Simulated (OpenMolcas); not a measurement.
## Tc5+ in a point-charge field

Tc5+ among 5 point charges of -1 e arranged as a square pyramid (C4v), 1.82 Å from the ion, with the axial distance 2.184 Å.

```
Program             : OpenMolcas
Method              : CASSCF
Basis               : ANO-RCC-VDZP [6s5p3d1f]
Scalar Hamiltonian  : DKH2, point nucleus
Active space        : 2 electrons in 5 orbitals (4d)
State averaging     : 2S+1 = 3 even, 10 roots; 2S+1 = 1 even, 15 roots
Spin-orbit coupling : RASSI with atomic mean-field integrals over the reference wave functions
```

The lowest spin-free states, above the lowest:

```
   State  Degeneracy  E (cm-1)  Free-ion L (%)
2S+1 = 3           1       0.0          F (93)
2S+1 = 3           2      1993          F (96)
2S+1 = 3           1      4545         F (100)
2S+1 = 3           2      7045          F (90)
2S+1 = 3           1     10708         F (100)
2S+1 = 1           1     12753          D (85)
2S+1 = 1           1     13473          D (68)
2S+1 = 1           2     15620          D (62)
2S+1 = 1           1     17303          G (58)
2S+1 = 3           2     17960          P (86)
2S+1 = 1           1     19042          D (49)
2S+1 = 1           2     20072          G (75)
2S+1 = 1           1     21085          G (85)
2S+1 = 1           1     26673          G (68)
2S+1 = 1           2     27360          G (87)
2S+1 = 3           1     28098          P (93)
2S+1 = 1           1     34278          G (89)
2S+1 = 1           1     34614         G (100)
2S+1 = 1           1     56140          S (87)
```

The lowest levels with spin-orbit coupling:

| E (cm-1) | Degeneracy | 2S+1 | g |
| --- | --- | --- | --- |
| 0.0 | 1 | 3 |  |
| 560.2 | 2 | 3 | 0.00 0.00 3.36 |
| 2473 | 1 | 3 |  |
| 2984 | 1 | 3 |  |
| 3422 | 2 | 3 | 0.00 0.00 0.91 |
| 3429 | 1 | 3 |  |
| 4061 | 1 | 3 |  |
| 6100 | 2 | 3 | 0.00 0.00 1.92 |
| 6276 | 1 | 3 |  |
| 6575 | 1 | 3 |  |
| 7264 | 1 | 3 |  |
| 8218 | 2 | 3 | 0.00 0.00 4.57 |
| 9714 | 1 | 3 |  |
| 9742 | 1 | 3 |  |
| 12349 | 2 | 3 | 0.00 0.00 5.23 |
| 12359 | 1 | 3 |  |
| 14507 | 1 | 1 |  |
| 14726 | 1 | 1 |  |
| 16870 | 2 | 1 (84 %) | 0.00 0.00 1.61 |
| 18229 | 1 | 3 (72 %) |  |

Electric-dipole absorption from the lowest level at this geometry, strongest bands:

```csv
E (cm-1),λ (nm),f
9714,1030,1.35e-06
16870,593,1.03e-06
18229,549,4.29e-06
19283,519,4.53e-06
20740,482,2.24e-06
21802,459,1.30e-06
29609,338,2.74e-06
```

Powder χT (cm3 K/mol): 0 at 2 K, 0.00271 at 10 K, 0.0136 at 50 K, 0.0274 at 100 K, 0.0678 at 200 K, 0.131 at 300 K. The effective moment at 300 K is 2.828 √(χT) = 1.02 μB.

The lowest level has 2S+1 = 3, for which the spin-only value is χT = S(S+1) / 2 = 1.000 cm3 K/mol (g = 2). The computed 0.131 at 300 K differs by -0.869, through orbital momentum, spin-orbit coupling and any other state in reach.

Spin-orbit coupling mixes the spin-free states strongly: the lowest level takes only 68 % from its leading state, an unlabelled state of the same spin as most of the rest. Without dynamic correlation the repulsion within the d shell is too large (B by tens of per cent), so at a given field states of lower spin stand too high. This is an electrostatic model: the charges have no orbitals. An unlabelled pair can be two single states that coincide in this model. No measured value stands beside these numbers.

The RASSCF and RASSI steps took 5.7 s on 1 thread of Arm Neoverse V1, on a shared host; the integral step is not counted.

With an even number of electrons the g values are those of a degenerate or nearly degenerate non-Kramers pair.
